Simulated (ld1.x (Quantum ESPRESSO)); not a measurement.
# What the settings do to the TM semilocal potential of Mg (Z = 12)

Base potential:

| Item | Value |
| --- | --- |
| Element | Mg |
| Generator | ld1.x (Quantum ESPRESSO) 7.5 |
| Type | norm-conserving Troullier–Martins (semilocal form) |
| Functional | LDA (PZ) |
| Relativity | scalar-relativistic |
| Frozen core | [He] |
| Valence charge | 10 |
| Reference configuration | 2s2 2p6 3s1 3p1 |
| Partial waves | 2p (bound): rc 0.70 bohr; 3d channel at 0.5 Ry: rc 1.00 bohr; 2s (bound): rc 0.90 bohr |
| Local potential | the s channel |
| Core correction | Bessel-smoothed model core inside 0.65 bohr |

Occupied shells without a wave of their own: 3p, 3s. They enter only through the test configuration that unscreens the potential, and ld1.x also counts them in the model core charge.

Cutoffs, loose and tight: the cutoffs (Ry, on a coarse ladder) from which the occupation-weighted sum of valence levels, in a spherical-Bessel basis at the reference potential, stays within 10 and 1 mRy of its value at 400 Ry. They do not see the model core or the augmentation charge, which bear on the density cutoff. Test errors are all-electron minus pseudo excitation energies from the reference, over the configurations 2s2 2p6 3s2 3p0; 2s2 2p6 3s1 3p0; 2s2 2p6 3s0 3p0; 2s2 2p6 3s1.5 3p0; 2s2 2p6 3s0 3p1; 2s2 2p5 3s2 3p0; 2s1 2p6 3s2 3p0 (two spin-polarised tests are not counted in the largest error). A dash means not determined; rows that change the core or the reference have their own tests.

With those shells counted twice in exchange and correlation these files are broken, and their errors move erratically; no question is asked of them.

In the semilocal form every listed channel keeps its own potential, so the choice of the local channel does not act on these tests. It acts once the file is put into the separable form.

A semilocal file is local in each channel, so a ghost entry of none says nothing of the separable form that plane-wave codes build from it.

```csv
change,outcome,"cutoff, loose","cutoff, tight",bound ghosts,largest test error (meV)
base,generated,260 Ry,over 300 Ry,none,-1108
"type RRKJ, which also changes the form from semilocal to separable",generated,260 Ry,300 Ry,none,-1157
wave 2p (bound): rc 0.70 bohr becomes 2p (bound): rc 0.92 bohr,generated,180 Ry,over 300 Ry,none,-1046
reference 2s2 2p6 3s1.5 3p0,generated,260 Ry,over 300 Ry,none,-969
local potential the p channel,generated,260 Ry,over 300 Ry,none,-1108
"core [He] 2s2, valence charge 8; reference 2p6 3s0 3p0; waves now 2p (bound): rc 0.55 bohr; 3d channel at 0.5 Ry: rc 1.30 bohr; 3s (bound): rc 1.50 bohr; core correction none",generated,over 300 Ry,over 300 Ry,none,-273
wave 3d channel at 0.5 Ry: rc 1.00 bohr becomes 3d channel at -0.16 Ry: rc 1.00 bohr,generated,260 Ry,over 300 Ry,none,-1108
wave 2s (bound): rc 0.90 bohr becomes 2s (bound): rc 1.34 bohr,"generated, misses its reference levels by 0.23 eV",260 Ry,over 300 Ry,none,-1352
"all radii but the core radius scaled by about 1.26 (s 1.14, p 0.88, d 1.26 bohr)","generated, misses its reference levels by 0.20 eV",200 Ry,over 300 Ry,none,-1256
core correction Bessel-smoothed model core inside 0.66 bohr,generated,260 Ry,over 300 Ry,none,-1108
wave 2s (bound): rc 0.90 bohr becomes 2s (bound): rc 0.94 bohr,generated,260 Ry,over 300 Ry,none,-1143
wave 2p (bound): rc 0.70 bohr becomes 2p (bound): rc 1.04 bohr,generated,160 Ry,300 Ry,none,-975
reference 2s2 2p6 3s1.75 3p0.25,generated,260 Ry,over 300 Ry,none,-1306
```
